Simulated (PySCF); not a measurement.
SMILES c1ccc(CB(O)O)cc1, GFN2-xTB optimised geometry.

```
19

O      2.20    -1.25     2.49
B      2.06    -2.21     1.54
O      2.42    -3.47     1.83
C      1.49    -1.90     0.06
C      0.72    -0.62     0.00
C     -0.67    -0.62     0.00
C     -1.38     0.57     0.00
C     -0.71     1.78     0.01
C      0.67     1.79     0.01
C      1.38     0.60     0.01
H      1.93    -0.37     2.23
H      2.76    -3.59     2.72
H      0.88    -2.73    -0.28
H      2.35    -1.84    -0.62
H     -1.20    -1.56     0.00
H     -2.46     0.55    -0.01
H     -1.27     2.71     0.01
H      1.20     2.73     0.01
H      2.46     0.62     0.00
```

Density from PBE0/def2-SVP run with PySCF at that geometry.

Minimum of the electron density along straight lines between bonded atoms, close to the bond critical point (lines longer than 1.1 times the sum of covalent radii, or with two minima, are not listed):

```
bond     length / Å  ρ at the minimum / e bohr⁻³  ∇²ρ there / e bohr⁻⁵  position (fraction from the first atom)
-------  ----------  ---------------------------  --------------------  ---------------------------------------
O1–B2         1.358                        0.204                  1.15                                     0.67
B2–O3         1.347                        0.210                  1.17                                     0.33
B2–C4         1.612                        0.172                 -0.22                                     0.33
C4–C5         1.497                        0.254                 -0.59                                     0.49
C5–C6         1.390                        0.310                 -0.79                                     0.50
C6–C7         1.383                        0.313                 -0.80                                     0.50
C7–C8         1.385                        0.312                 -0.80                                     0.50
C8–C9         1.384                        0.312                 -0.80                                     0.50
C5–C10        1.393                        0.308                 -0.78                                     0.50
C9–C10        1.384                        0.312                 -0.80                                     0.50
O1–H11        0.958                        0.356                 -2.47                                     0.82
O3–H12        0.958                        0.358                 -2.42                                     0.82
C4–H13        1.089                        0.273                 -0.98                                     0.62
C4–H14        1.092                        0.269                 -0.94                                     0.62
C6–H15        1.081                        0.283                 -1.07                                     0.63
C7–H16        1.080                        0.283                 -1.08                                     0.63
C8–H17        1.080                        0.283                 -1.07                                     0.63
C9–H18        1.081                        0.283                 -1.07                                     0.63
C10–H19       1.082                        0.281                 -1.05                                     0.63
```
